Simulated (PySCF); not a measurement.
## Correlation energy of Te⁺ (tellurium, charge +1)

[Kr] 4d10 5s2 5p2 5d1, one real determinant (an excited configuration). Computed with PySCF 2.14 in aug-cc-pwCVTZ-PP with ECP28MDF, with a scalar-relativistic core potential. Frozen: 4s2 4p6 4d10; 5 electrons correlated.

| level | correlation energy (mhartree) |
| --- | --- |
| CCSD | -81.17 |
| (T) | -14.48 |
| CCSD(T) | -95.65 |

Diagnostics: T1 = 0.027, D1 = 0.0779, largest double amplitude 0.408.

The real determinant used has ⟨L²⟩ near 8 against 12 for a pure F term, so it mixes terms. The outer electron is Rydberg-like, and this basis confines it to a smaller radius and binds it less than a complete one would. A double-excitation amplitude exceeds 0.15, a sign of near-degeneracy.

Cost of the coupled-cluster step: of the order of 11 core-seconds, for 5 correlated electrons.

The reference is one real determinant that mixes LS terms of this configuration.
